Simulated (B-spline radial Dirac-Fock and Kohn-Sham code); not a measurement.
A summary of the ionisation energies of ruthenium (Z = 44) against charge, from Dirac-Fock energy differences between relaxed states, corrected for Breit and QED terms and from the NIST table. The largest relative steps of the computed values, from charge +5 on, come at Ru⁸⁺ (36 electrons left, 109.8 to 178.6 eV); Ru¹⁶⁺ (28 electrons left, 375.1 to 671.5 eV); Ru³⁴⁺ (10 electrons left, 2012.2 to 4796.5 eV); Ru⁴²⁺ (2 electrons left, 6311.5 to 26227.8 eV). The median of |NIST − computed| / NIST over the 44 ions is 0.67 %.

| charge | computed (eV) | NIST (eV) |
| --- | --- | --- |
| 0 | 5.93 | 7.3605 |
| 3 | 42.98 | 45 |
| 6 | 91.69 | 93 |
| 9 | 200.2 | 198 |
| 12 | 268.4 | 271 |
| 15 | 375.1 | 376.25 |
| 18 | 788.7 | 784 |
| 21 | 976.9 | 981 |
| 24 | 1179.4 | 1187 |
| 27 | 1521.7 | 1506.7 |
| 30 | 1720.6 | 1743 |
| 33 | 2012.2 | 2013.04 |
| 36 | 5176.3 | 5136 |
| 39 | 5768.2 | 5861 |
| 42 | 26227.8 | 26229.89 |
